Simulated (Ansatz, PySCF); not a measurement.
Pair of molecules: N2 (SMILES N#N) (first 2 atoms) with PH3 (SMILES P); geometry from B3LYP-D3(BJ)/def2-TZVP, rigid monomers moved along the line of their centres of mass till N2···H6 is 3.77 Å.
(charge 0, multiplicity 1):
```xyz
6

N     -0.47408     0.52884    -0.25863
N      0.54419     0.13945    -0.29481
P      0.20064    -0.28649     4.21726
H     -0.78541    -0.90277     3.40463
H     -0.00489     0.99271     3.63947
H      1.25564    -0.61048     3.32602
```

Monomers are frozen at their geometry in the pair; levels with a basis set take the counterpoise correction.

Rows in 6-31G* carry no dispersion term and start afresh at each structure (6-31G* with six Cartesian d functions). MP2/6-31G* freezes PySCF's default core.

Codes used: Ansatz (Gaussian basis) for Hartree–Fock, density functionals and correlated methods; PySCF for 6-31G* rows, the dispersion terms. Values without a source in brackets are computed.

Q: Predict the interaction energy from HF/aug-cc-pV(D+d)Z.

A: 5 meV

Q: Estimate the interaction energy that PBE-D4/def2-TZVPPD returns for this input.

A: -16 meV

Q: What is the computed interaction energy (MP2/6-31G*)?

A: -3 meV

Ansatz is a quantum-chemistry and plane-wave program.
